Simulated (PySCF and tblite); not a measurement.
**Conformer ensemble of C5H10F2, numbered as in [CH3:1][C@H:2]([F:3])[CH2:4][C@H:5]([CH3:6])[F:7]**

Free energies: PBE0-D3(BJ)/def2-TZVP on PBE0-D3(BJ)/def2-SVP structures plus GFN2-xTB thermal terms, symmetry and mirror images included. Conformers within 2.5 kcal/mol (GFN2-xTB free energy) were kept, 5 at most. GIAO shieldings: PBE0/pcSseg-1. Couplings: B3LYP/pcSseg-1 with pcJ-1 on H, F (gas phase; spin-dipole term only for pairs with B, N, F, Si or P). Couplings are for ¹⁹F, ¹H; a prime marks the second kind of pair between the same two sets of atoms. Shifts are against TMS (¹H), TMS (¹³C), CFCl3 (¹⁹F) at the same level. Run with PySCF (density fitting) and tblite.

Torsions listed: F3–C2–C4–C5, C2–C4–C5–F7.

```csv
conformer,shape,symmetry,E(GFN2) kcal/mol,E(DFT) kcal/mol,G(298.15 K) kcal/mol,weight %,dipole D
1,"62°, 62°",C2,0.00,0.00,0.00,80.9,2.08
2,"165°, 64°",C1,0.59,1.31,0.94,16.4,1.68
3,"178°, 179°",C2,1.49,2.02,2.12,2.3,2.26
4,"-59°, 151°",C1,2.32,3.22,3.12,0.4,2.66
```

Weights (%) against temperature:

```
 T (K)     1     2    3    4  S(mix) cal/mol/K
   250  87.3  11.3  1.2  0.2              0.85
298.15  80.9  16.4  2.3  0.4              1.15
   350  74.3  21.3  3.5  0.9              1.41
```

Averaged shifts at 298.15 K. ¹H: 4.72 (H2/H5, 2H), 1.35 (H4, 2H), 1.33 (H1/H6, 6H) ppm. ¹³C: 86.0 (C2/C5), 46.9 (C4), 23.2 (C1/C6) ppm. ¹⁹F: -204.0 (F3/F7) ppm.

Averaged couplings (Hz): ³J(H1,F3) 23.2, ²J(H2,F3) 56.1, ³J(F3,H4) 33.6, ³J(F3,H4′) 12.1, ⁴J(F3,H5) 0.9, ⁵J(F3,H6) 0.6, ²J(H1,H1) -14.2, ³J(H1,H2) 6.9, ³J(H2,H4) 2.5, ³J(H2,H4′) 10.9, ²J(H4,H4) -15.8. Computed couplings to fluorine can be off by tens of per cent at such levels.

Coordinates of conformer 1 (Å):

```xyz
17

C    -2.461   -0.358    0.703
C    -1.204    0.464    0.557
F    -1.455    1.507   -0.326
C    -0.016   -0.318    0.033
C     1.250    0.512   -0.040
C     2.432   -0.228   -0.617
F     1.570    0.924    1.246
H    -2.736   -0.820   -0.258
H    -3.295    0.277    1.034
H    -2.319   -1.158    1.446
H    -0.929    0.923    1.523
H     0.166   -1.188    0.685
H    -0.260   -0.703   -0.972
H     1.044    1.426   -0.625
H     3.331    0.404   -0.581
H     2.631   -1.147   -0.043
H     2.244   -0.505   -1.665
```

Coordinates of conformer 2 (Å):

```xyz
17

C     2.198   -0.475    0.225
C     1.337    0.722   -0.095
F     1.870    1.828    0.547
C    -0.117    0.606    0.333
C    -0.976   -0.308   -0.516
C    -2.431   -0.308   -0.111
F    -0.504   -1.611   -0.426
H     3.238   -0.285   -0.080
H     1.825   -1.369   -0.292
H     2.183   -0.670    1.308
H     1.375    0.935   -1.181
H    -0.169    0.283    1.387
H    -0.549    1.618    0.286
H    -0.883   -0.017   -1.580
H    -2.534   -0.593    0.948
H    -2.876    0.688   -0.249
H    -2.994   -1.030   -0.720
```

Unscaled ¹⁹F shifts at such levels can be off by tens of ppm; differences between conformers or isomers are more reliable. Shifts are unscaled: against experiment ¹³C can be off by 15 ppm or more and ¹H by 0.8 ppm.

Search and properties took 6.1 min on 1 thread of Arm Neoverse V1, on a host shared with other jobs (rough), launched as `OMP_NUM_THREADS=1 python ens_run.py task.json out`.
